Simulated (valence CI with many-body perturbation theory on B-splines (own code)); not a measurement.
W LX: electric-dipole lines

Calculated by relativistic CI+MBPT: five valence electrons over a frozen Dirac-Fock core [Ne], radial functions for each j: 11 s, 11 p, 10 d, 8 f, 5 g, 2 h, with the one-electron correlation potential Σ1 (screened to all orders), the two-electron term Σ2, the three-electron term Σ3, Breit, model QED; selected single and double excitations, second order for the rest, scaled by the run's own slope (own B-spline code, finite nucleus).

No measured spectrum was set against this ion. As an estimate, large intervals hold to a few tenths of a per cent, small ones and those within an open d or f shell to about a per cent. Among the levels kept, up to 3200 cm⁻¹ of a level comes from second order outside the variational space, and about a tenth of that is noise between levels of different J, which matters for small intervals.

Lines 201 to 250 of 549 in falling wavelength, among levels below 10938 × 10³ cm⁻¹, chosen from the strongest by gf and those to the six lowest levels. Wavelengths and rates use the calculated energies. Electric multipoles are in the length gauge, E1 and E2 with the static RPA response of the core. Weak lines are less certain than strong ones. Lines between different terms over intervals too small for the method are left out, as are lines whose strength nearly cancels. The highest levels of a list are the least certain.

Levels are named by their leading jj configuration (3d3/2^4 stands for four electrons in 3d with j = 3/2), which in mixed levels can hold well under half, so a name can repeat and another be missing. Letters in brackets count levels of one name in rising energy.

| λ vac (Å) | Upper | Lower | A (s⁻¹) | S (a.u.) with core polarisation | S without |
| --- | --- | --- | --- | --- | --- |
| 36.15 | (3s 3p1/2 3p3/2^2 3d5/2) J=3/2 [e] | (3s 3p1/2 3p3/2^3) J=1/2 | 6.45e+11 | 6.02e-02 | 6.10e-02 |
| 36.14 | (3s^2 3p1/2 3p3/2 3d5/2) J=3/2 [b] | (3s^2 3p1/2 3p3/2^2) J=5/2 | 6.57e+10 | 6.12e-03 | 6.20e-03 |
| 36.04 | (3s 3p1/2 3p3/2^2 3d5/2) J=5/2 [e] | (3s 3p1/2 3p3/2^3) J=5/2 | 3.44e+11 | 4.77e-02 | 4.84e-02 |
| 36.03 | (3s 3p1/2^2 3d5/2^2) J=3/2 | (3s 3p1/2^2 3p3/2 3d5/2) J=3/2 [a] | 1.64e+11 | 1.51e-02 | 1.53e-02 |
| 36.02 | (3s^2 3p3/2 3d3/2^2) J=3/2 [a] | (3s 3p1/2 3p3/2^3) J=3/2 [a] | 6.84e+10 | 6.31e-03 | 6.40e-03 |
| 36.00 | (3s^2 3p1/2 3d5/2^2) J=3/2 | (3s^2 3p1/2 3p3/2 3d5/2) J=3/2 [a] | 4.19e+11 | 3.86e-02 | 3.91e-02 |
| 35.95 | (3s^2 3p1/2 3p3/2 3d5/2) J=5/2 [b] | (3s^2 3p1/2 3p3/2^2) J=3/2 | 6.07e+11 | 8.34e-02 | 8.45e-02 |
| 35.94 | (3s 3p1/2^2 3d5/2^2) J=9/2 | (3s 3p1/2^2 3p3/2 3d5/2) J=9/2 | 1.29e+11 | 2.95e-02 | 2.99e-02 |
| 35.91 | (3s^2 3p3/2 3d3/2 3d5/2) J=5/2 [c] | (3s^2 3p3/2^2 3d3/2) J=5/2 | 2.39e+11 | 3.27e-02 | 3.31e-02 |
| 35.87 | (3s^2 3p3/2^2 3d5/2) J=5/2 [b] | (3s^2 3p3/2^3) J=3/2 | 8.55e+11 | 1.17e-01 | 1.18e-01 |
| 35.83 | (3s 3p1/2^2 3d3/2 3d5/2) J=7/2 [b] | (3s 3p1/2^2 3p3/2 3d3/2) J=7/2 | 4.14e+10 | 7.53e-03 | 7.63e-03 |
| 35.80 | (3s 3p1/2 3p3/2^2 3d5/2) J=5/2 [c] | (3s 3p1/2 3p3/2^3) J=3/2 [a] | 3.81e+11 | 5.18e-02 | 5.25e-02 |
| 35.74 | (3s^2 3p1/2 3d5/2^2) J=7/2 | (3s^2 3p1/2 3p3/2 3d5/2) J=7/2 [a] | 1.64e+11 | 2.95e-02 | 2.99e-02 |
| 35.74 | (3s 3p1/2^2 3d5/2^2) J=7/2 | (3s 3p1/2^2 3p3/2 3d5/2) J=5/2 [a] | 3.29e+10 | 5.94e-03 | 6.01e-03 |
| 35.73 | (3s^2 3p3/2 3d3/2 3d5/2) J=3/2 [c] | (3s^2 3p3/2^2 3d3/2) J=1/2 | 5.16e+11 | 4.65e-02 | 4.71e-02 |
| 35.71 | (3s^2 3p3/2 3d3/2 3d5/2) J=9/2 [b] | (3s^2 3p3/2^2 3d3/2) J=7/2 | 7.78e+11 | 1.75e-01 | 1.77e-01 |
| 35.57 | (3s^2 3p3/2 3d3/2 3d5/2) J=3/2 [c] | (3s^2 3p3/2^2 3d3/2) J=3/2 [a] | 2.35e+11 | 2.09e-02 | 2.12e-02 |
| 35.55 | (3s 3p1/2^2 3p3/2 3d5/2) J=7/2 [b] | (3s 3p1/2^2 3p3/2^2) J=5/2 | 1.62e+11 | 2.88e-02 | 2.91e-02 |
| 35.44 | (3s 3p1/2^2 3d3/2 3d5/2) J=5/2 [b] | (3s 3p1/2^2 3p3/2 3d3/2) J=5/2 [a] | 9.00e+10 | 1.19e-02 | 1.20e-02 |
| 35.12 | (3s^2 3p3/2 3d3/2 3d5/2) J=5/2 [d] | (3s^2 3p3/2^2 3d3/2) J=3/2 [a] | 8.49e+10 | 1.09e-02 | 1.10e-02 |
| 35.05 | (3s 3p1/2 3p3/2^2 3d5/2) J=5/2 [d] | (3s 3p1/2 3p3/2^3) J=3/2 [a] | 5.03e+10 | 6.41e-03 | 6.50e-03 |
| 34.89 | (3s 3p1/2 3p3/2^2 3d5/2) J=3/2 [d] | (3s 3p1/2 3p3/2^3) J=5/2 | 1.37e+11 | 1.15e-02 | 1.17e-02 |
| 34.61 | (3s^2 3p3/2 3d3/2 3d5/2) J=5/2 [d] | (3s^2 3p3/2^2 3d3/2) J=7/2 | 7.36e+10 | 9.04e-03 | 9.16e-03 |
| 34.57 | (3s^2 3p1/2 3p3/2 3d5/2) J=1/2 | (3s^2 3p1/2 3p3/2^2) J=3/2 | 6.77e+10 | 2.76e-03 | 2.80e-03 |
| 34.22 | (3s 3p1/2 3p3/2^2 3d5/2) J=5/2 [e] | (3s 3p1/2 3p3/2^3) J=3/2 [a] | 7.67e+10 | 9.10e-03 | 9.22e-03 |
| 29.73 | (3s 3p1/2^2 3p3/2 3d3/2) J=5/2 [a] | (3s^2 3p1/2^2 3d5/2) J=5/2 | 3.32e+08 | 2.58e-05 | 2.62e-05 |
| 28.99 | (3s 3p1/2^2 3p3/2 3d3/2) J=7/2 | (3s^2 3p1/2^2 3d5/2) J=5/2 | 1.40e+10 | 1.34e-03 | 1.36e-03 |
| 27.80 | (3s 3p1/2^2 3p3/2 3d3/2) J=3/2 [b] | (3s^2 3p1/2^2 3d5/2) J=5/2 | 4.64e+09 | 1.97e-04 | 1.99e-04 |
| 27.12 | (3s 3p1/2^2 3p3/2 3d3/2) J=5/2 [b] | (3s^2 3p1/2^2 3d5/2) J=5/2 | 6.16e+09 | 3.64e-04 | 3.70e-04 |
| 26.28 | (3s 3p1/2 3p3/2^2 3d5/2) J=7/2 [a] | (3s^2 3p1/2 3p3/2 3d5/2) J=5/2 [b] | 1.84e+11 | 1.32e-02 | 1.34e-02 |
| 25.72 | (3s^2 3p3/2^3) J=3/2 | (3s^2 3p1/2^2 3d3/2) J=3/2 | 5.06e+08 | 1.70e-05 | 1.72e-05 |
| 25.40 | (3s^2 3p1/2 3d3/2^2) J=5/2 | (3s^2 3p1/2^2 3d5/2) J=5/2 | 4.21e+08 | 2.04e-05 | 2.07e-05 |
| 25.27 | (3s 3p1/2 3p3/2^2 3d5/2) J=9/2 [b] | (3s^2 3p1/2 3p3/2 3d5/2) J=7/2 [b] | 2.29e+11 | 1.83e-02 | 1.85e-02 |
| 25.20 | (3s 3p1/2 3p3/2^2 3d5/2) J=7/2 [a] | (3s^2 3p1/2 3p3/2 3d5/2) J=5/2 [a] | 6.79e+10 | 4.29e-03 | 4.35e-03 |
| 24.93 | (3s 3p1/2 3p3/2^2 3d3/2) J=5/2 [b] | (3s^2 3p1/2 3p3/2 3d3/2) J=3/2 [b] | 2.35e+11 | 1.08e-02 | 1.09e-02 |
| 24.82 | (3s 3p1/2 3p3/2^3) J=3/2 [a] | (3s^2 3p1/2 3p3/2^2) J=1/2 | 2.80e+10 | 8.45e-04 | 8.56e-04 |
| 24.78 | (3s 3p1/2 3p3/2^2 3d5/2) J=1/2 [b] | (3s^2 3p1/2 3p3/2 3d5/2) J=3/2 [b] | 3.59e+11 | 5.40e-03 | 5.47e-03 |
| 24.66 | (3s 3p1/2 3p3/2^2 3d5/2) J=9/2 [a] | (3s^2 3p1/2 3p3/2 3d5/2) J=7/2 [a] | 4.44e+11 | 3.28e-02 | 3.33e-02 |
| 24.59 | (3s 3p1/2 3p3/2^2 3d3/2) J=1/2 [a] | (3s^2 3p1/2 3p3/2 3d3/2) J=1/2 [a] | 6.30e+11 | 9.25e-03 | 9.38e-03 |
| 24.55 | (3s 3p1/2 3p3/2^2 3d3/2) J=5/2 [a] | (3s^2 3p1/2 3p3/2 3d3/2) J=3/2 [a] | 2.72e+11 | 1.19e-02 | 1.21e-02 |
| 24.53 | (3s 3p1/2 3p3/2 3d3/2^2) J=7/2 | (3s^2 3p1/2 3d3/2^2) J=5/2 | 7.70e+10 | 4.49e-03 | 4.55e-03 |
| 24.45 | (3s 3p1/2 3p3/2^2 3d3/2) J=3/2 [c] | (3s^2 3p1/2 3p3/2 3d3/2) J=1/2 [b] | 3.00e+11 | 8.65e-03 | 8.77e-03 |
| 24.41 | (3s 3p1/2 3p3/2^2 3d5/2) J=7/2 [a] | (3s^2 3p1/2 3p3/2 3d5/2) J=7/2 [a] | 3.96e+11 | 2.27e-02 | 2.30e-02 |
| 24.39 | (3s 3p1/2 3p3/2^2 3d3/2) J=7/2 [b] | (3s^2 3p1/2 3p3/2 3d3/2) J=5/2 [b] | 2.70e+11 | 1.55e-02 | 1.57e-02 |
| 24.37 | (3s 3p1/2 3p3/2^2 3d3/2) J=5/2 [a] | (3s^2 3p1/2 3p3/2 3d3/2) J=5/2 [a] | 1.70e+11 | 7.31e-03 | 7.41e-03 |
| 24.24 | (3s 3p1/2^2 3p3/2 3d3/2) J=5/2 [a] | (3s^2 3p1/2^2 3d3/2) J=3/2 | 4.11e+09 | 1.74e-04 | 1.76e-04 |
| 24.19 | (3s 3p1/2 3p3/2^2 3d3/2) J=5/2 [c] | (3s^2 3p1/2 3p3/2 3d3/2) J=3/2 [b] | 9.43e+10 | 3.95e-03 | 4.01e-03 |
| 24.15 | (3s 3p1/2 3p3/2^2 3d5/2) J=11/2 | (3s^2 3p1/2 3p3/2 3d5/2) J=9/2 | 3.56e+11 | 2.97e-02 | 3.01e-02 |
| 24.14 | (3s 3p1/2^2 3p3/2 3d3/2) J=3/2 [a] | (3s^2 3p1/2^2 3d3/2) J=3/2 | 4.45e+10 | 1.24e-03 | 1.25e-03 |
| 24.08 | (3s 3p1/2 3p3/2^3) J=3/2 [a] | (3s^2 3p1/2 3p3/2^2) J=5/2 | 4.45e+10 | 1.23e-03 | 1.24e-03 |
